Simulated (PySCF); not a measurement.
UHF on W⁵⁸⁺ (tungsten, charge +58)

Configuration: [Ne] 3s2 3p4, high-spin 3P determinant. Calculation: PySCF 2.14, in an uncontracted even-tempered set (16 s from 15 bohr⁻², ratio 2.5; 10 p from 19 bohr⁻², ratio 2.5; 4 d from 79 bohr⁻², ratio 2.7; 4 f from 120 bohr⁻², ratio 2.7); the non-relativistic Hamiltonian (point nucleus).

| Item | Value |
| --- | --- |
| Total energy | -11691.549140 hartree |
| One-electron energy | -12734.1521 hartree |
| Hartree (Coulomb) energy | 1193.8782 hartree |
| Exchange energy | -151.2752 hartree |
| Kinetic energy | 11694.00290 hartree |
| ⟨S²⟩ | 2.0006 |
| ⟨L²⟩ | 2.002 |
| Sum of ⟨r⟩ | 1.816 bohr |
| Sum of ⟨r²⟩ | 0.3192 bohr² |
| Traceless quadrupole moment −½Σ⟨3z² − r²⟩ along its main axis | -0.0170 e·bohr² |
| Density at the nucleus (Gaussians lack the cusp) | 287000 bohr⁻³ |
| Spin density at the nucleus | 6.64 bohr⁻³ |

```tsv
shell	electrons	mean orbital energy (eV)	spread (eV)	rms radius, mean of both spins (bohr)
1s α	1	-68701.3	0	0.0237
1s β	1	-68686.8	0	0.0237
2s α	1	-14910.3	0	0.0922
2s β	1	-14900.8	0	0.0922
2p α	3	-14498.2	10.443	0.0793
2p β	3	-14481.5	7.344	0.0793
3s α	1	-6066.7	0	0.217
3s β	1	-6014.3	0	0.217
3p α	3	-5894.6	16.031	0.206
3p β	1	-5869.3	0	0.206
```

A non-relativistic calculation at this Z misses sizeable relativistic shifts. Spin-orbit coupling is strong in this species (close to jj coupling), so the high-spin LS determinant is a model state, not a physical level.

Spin-orbit constants ζ (cm⁻¹) from the X2C one-electron operator on these orbitals (non-relativistic here): bare nucleus, nucleus screened by l(l+1)(2l+1)/3 electrons, and screened by the Breit-Pauli mean field of the electrons.

```
shell     bare  screened nucleus  mean field
   2p  5158000           5019000     4953000
   3p  1274000           1240000     1224000
```

To first order the Landé constant is A = -611800 cm⁻¹, so the lowest level has J = 2 and lies 75.9 eV below the centre of the term. This holds in LS coupling only, and this species is close to jj coupling.
